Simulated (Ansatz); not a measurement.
## Energy profile

The step: GaCl₃ ([Cl][Ga]([Cl])[Cl]) + HBr → GaBrCl₂ ([Cl][Ga]([Cl])[Br]) + HCl (still joined by a long Ga–Cl bond); bonds formed: Cl2–H5; dative contacts that become bonds: Ga1–Br6; bonds broken: H5–Br6; bonds weakened to dative contacts: Ga1–Cl2 (atoms numbered as in the saddle structure below).

```xyz
6
angstrom
Ga -0.4594 -0.4540 -0.0037
Cl -0.2961 1.6961 -0.7917
Cl -0.4625 -1.8846 -1.5700
Cl -1.7586 -0.5999 1.6667
H 1.0928 1.2263 -0.0493
Br 1.8838 0.0161 0.7479
```

Electronic energies by CCSD(T) at an estimated basis limit (MP2 extrapolated from triple and quadruple zeta, plus CCSD(T) − MP2 in triple zeta), on PBE0-D4/def2-TZVP structures; GaHBrCl$_{3}$, closed shell; no counterpoise correction. Computed with Ansatz 0.2.0 (basis: def2-TZVPP and def2-QZVPP); correlated methods freeze the cores. Filled d shells of the heavier atoms are correlated. The def2 sets are not built for correlating such inner shells, so the correlated values are less sure here. Extrapolation: Hartree–Fock as exp(−7.88 √X), correlation as X^−2.97.

Q: Give the profile in kcal/mol, counted from the separated reactants. (Judge from chemistry; the value comes from the calculation.)

A: By the calculation:
| point | kcal/mol |
| --- | --- |
| separated: GaCl$_{3}$ (linked as [Cl][Ga]([Cl])[Cl]; Ga1, Cl2, Cl3, Cl4; singlet) + HBr (H5, Br6; singlet) | 0.00 |
| start structure | -7.72 |
| saddle | 0.44 |
| end structure | -9.82 |
| separated: GaBrCl$_{2}$ (linked as [Cl][Ga]([Cl])[Br]; Ga1, Cl3, Cl4, Br6; singlet) + HCl (Cl2, H5; singlet) | -3.13 |

No T1 diagnostic of these runs exceeds 0.011.

For scale, one of the runs: CCSD(T)/def2-TZVPP, 236 basis functions, launched by `ansatz run in.yaml --threads 8 --pin off --events-out ev --progress --plain --max-ram 19148MiB`. Hardware: 8 CPU threads of an Intel Xeon 6975P-C, shared host. Wall time 33 s; peak host memory 4.6 GiB.
